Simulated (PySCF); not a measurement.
**Orbital picture of SbI**

r²SCAN at R = 2.714 Å; PySCF, scalar-relativistic core potentials, basis sets Sb def2-SVP with ECP28, I def2-SVP with ECP28. State: ³Σ⁻ (triplet), unpaired electrons π ↑↑. Only the outer orbitals are listed, counted within each symmetry, core potentials removing the inner ones.

```
spin  orbital  occ.  ε (eV)  on Sb (%)           main shells (%)
   α       7σ     1  -18.22         12            87 I s, 9 Sb s
   α       8σ     1  -14.28         84           84 Sb s, 10 I s
   α       9σ     1   -8.37         40           59 I p, 34 Sb p
   α       5π     1   -7.45         28           72 I p, 27 Sb p
   α       5π     1   -7.45         28           72 I p, 27 Sb p
   α       6π     1   -5.55         72           72 Sb p, 27 I p
   α       6π     1   -5.55         72           72 Sb p, 27 I p
   α      10σ     0   -2.78         67           65 Sb p, 32 I p
   α      11σ     0    3.97         95          82 Sb s, 10 Sb d
   α      12σ     0    5.86         81  57 Sb p, 18 I d, 12 Sb s
   β       7σ     1  -18.05          8                    91 I s
   β       8σ     1  -12.80         82           82 Sb s, 11 I p
   β       9σ     1   -8.06         40  59 I p, 29 Sb p, 10 Sb s
   β       5π     1   -7.05          8                    92 I p
   β       5π     1   -7.05          8                    92 I p
   β       6π     0   -3.50         92                   92 Sb p
   β       6π     0   -3.50         92                   92 Sb p
   β      10σ     0   -2.10         71           68 Sb p, 26 I p
```

**Question.** Which are the highest filled and the lowest empty level, where do they sit, and how wide is the gap?

**Answer.** Highest filled α 6π at -5.55 eV (in %: 72 Sb p, 27 I p); lowest empty β 6π at -3.50 eV (in %: 92 Sb p); the gap at r²SCAN is 2.05 eV. Both belong to one degenerate shell, split only by its one-sided filling, so this is no excitation gap.

```
bond order (Mayer)                              : 1.20
⟨S²⟩                                            : 2.007
charge on Sb (Mulliken, basis-dependent)        : 0.17
charge on Sb (Löwdin, basis-dependent)          : 0.07
dipole moment (positive dipole means Sb(−)I(+)) : -1.59 D
```

Spin–orbit coupling is left out. The state is the lowest determinant that a PBE0 search found; another state may lie lower at other levels.
